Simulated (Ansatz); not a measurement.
Sn₂₉H₃₆, a nanocrystal cut from cubic tin. The state is a triplet with charge 0. Geometry PBE-D4/def2-SVP, that of the neutral singlet; atoms count from 1.

Cartesian coordinates in Å:
```
Sn -1.600 5.208 -0.390
Sn 0.056 3.484 -4.210
Sn 1.889 2.107 -0.137
Sn -4.069 2.318 -2.814
Sn 3.592 0.844 4.030
Sn 0.236 3.847 3.873
Sn -2.343 0.917 1.300
Sn -0.531 -0.315 5.426
Sn 5.367 -1.012 -0.073
Sn 3.659 0.255 -4.047
Sn -0.648 -0.857 -2.620
Sn 2.900 -3.905 -2.494
Sn 1.104 -2.165 1.456
Sn -3.184 -3.422 2.830
Sn -1.532 -5.147 -0.993
Sn -4.894 -2.149 -1.138
Sn 2.526 2.953 2.488
Sn 4.222 1.174 -1.440
Sn 0.770 4.261 -1.593
Sn -3.434 3.075 -0.171
Sn -1.745 1.317 -4.064
Sn 0.000 0.000 0.000
Sn 1.745 -1.289 4.072
Sn -1.677 1.773 3.914
Sn -4.219 -1.200 1.433
Sn 3.446 -3.067 0.145
Sn 1.703 -1.774 -3.904
Sn -2.539 -2.959 -2.464
Sn -0.796 -4.260 1.582
H -2.293 6.432 -1.416
H -1.284 5.936 1.153
H -0.744 4.818 -4.990
H 1.451 3.085 -5.162
H -4.605 3.726 -3.685
H -5.361 1.159 -2.854
H 5.139 0.333 3.431
H 3.824 1.407 5.660
H -0.412 5.295 3.169
H 0.688 4.218 5.512
H -0.028 0.321 6.966
H -1.678 -1.580 5.736
H 5.975 -0.546 1.484
H 6.714 -1.608 -1.000
H 3.154 1.552 -5.084
H 5.112 -0.422 -4.725
H 4.406 -4.305 -3.270
H 1.903 -5.325 -2.517
H -2.932 -3.057 4.508
H -4.339 -4.721 2.745
H -0.200 -5.902 -1.809
H -2.790 -6.339 -0.834
H -5.757 -0.952 -2.051
H -5.936 -3.532 -0.964
H 3.691 4.249 2.389
H 5.376 2.481 -1.519
H 1.942 5.552 -1.666
H -4.879 3.628 0.638
H -2.141 0.773 -5.674
H 2.422 -2.631 4.958
H -3.130 2.334 4.703
H -5.656 -0.622 2.237
H 4.114 -4.400 1.053
H 1.289 -2.301 -5.516
H -2.931 -3.479 -4.084
H -0.105 -5.588 2.480
```

In the def2 sets Sn takes a core potential; there is no spin–orbit coupling. Single mean-field runs in def2-SVP are fitted with def2-universal-jkfit. At PBE0-D4/def2-SVP a singlet of charge 0 lies 3.24 eV below the triplet at the same geometry.

(1) Estimate the Mulliken populations of the heavy atoms from the PBE0/def2-SVP orbitals of Ansatz.

(2) Where does the spin sit?

(3) And the Mayer bond orders between heavy atoms (over 0.3)?

Answers

(1) 
```csv
atom,charge (e),spin (α − β)
Sn1,0.14,0.00
Sn2,0.14,0.00
Sn3,-0.15,0.06
Sn4,0.14,0.00
Sn5,0.14,0.00
Sn6,0.14,0.00
Sn7,-0.15,0.06
Sn8,0.14,0.00
Sn9,0.14,0.00
Sn10,0.14,0.00
Sn11,-0.10,0.27
Sn12,0.14,0.01
Sn13,-0.10,0.28
Sn14,0.14,0.00
Sn15,0.15,0.01
Sn16,0.14,0.00
Sn17,0.06,0.04
Sn18,0.06,0.00
Sn19,0.06,0.04
Sn20,0.06,0.04
Sn21,0.05,0.16
Sn22,-0.07,0.24
Sn23,0.05,0.16
Sn24,0.06,0.04
Sn25,0.06,0.00
Sn26,0.04,0.03
Sn27,0.04,0.03
Sn28,0.04,0.03
Sn29,0.04,0.03
```
Mulliken values depend strongly on the basis.

(2) Summed by element: Sn 1.52, H 0.48, of 2 unpaired in all. Largest on single atoms: Sn13 0.28, Sn11 0.27, Sn22 0.24.

(3) Sn1–Sn19 0.86 (2.82 Å); Sn1–Sn20 0.86 (2.82 Å); Sn2–Sn19 0.86 (2.82 Å); Sn2–Sn21 0.86 (2.82 Å); Sn3–Sn17 0.81 (2.83 Å); Sn3–Sn18 0.84 (2.83 Å); Sn3–Sn19 0.81 (2.83 Å); Sn3–Sn22 0.82 (2.83 Å); Sn4–Sn20 0.86 (2.82 Å); Sn4–Sn21 0.86 (2.82 Å); Sn5–Sn17 0.86 (2.82 Å); Sn5–Sn23 0.86 (2.82 Å); Sn6–Sn17 0.86 (2.82 Å); Sn6–Sn24 0.86 (2.82 Å); Sn7–Sn20 0.81 (2.83 Å); Sn7–Sn22 0.82 (2.83 Å); Sn7–Sn24 0.81 (2.83 Å); Sn7–Sn25 0.84 (2.83 Å); Sn8–Sn23 0.86 (2.82 Å); Sn8–Sn24 0.86 (2.82 Å); Sn9–Sn18 0.86 (2.82 Å); Sn9–Sn26 0.86 (2.82 Å); Sn10–Sn18 0.86 (2.82 Å); Sn10–Sn27 0.86 (2.82 Å); Sn11–Sn21 0.70 (2.83 Å); Sn11–Sn22 0.58 (2.83 Å); Sn11–Sn27 0.83 (2.83 Å); Sn11–Sn28 0.83 (2.83 Å); Sn12–Sn26 0.86 (2.82 Å); Sn12–Sn27 0.86 (2.82 Å); Sn13–Sn22 0.57 (2.83 Å); Sn13–Sn23 0.70 (2.83 Å); Sn13–Sn26 0.83 (2.83 Å); Sn13–Sn29 0.83 (2.83 Å); Sn14–Sn25 0.86 (2.82 Å); Sn14–Sn29 0.86 (2.82 Å); Sn15–Sn28 0.86 (2.82 Å); Sn15–Sn29 0.86 (2.82 Å); Sn16–Sn25 0.86 (2.82 Å); Sn16–Sn28 0.86 (2.82 Å).
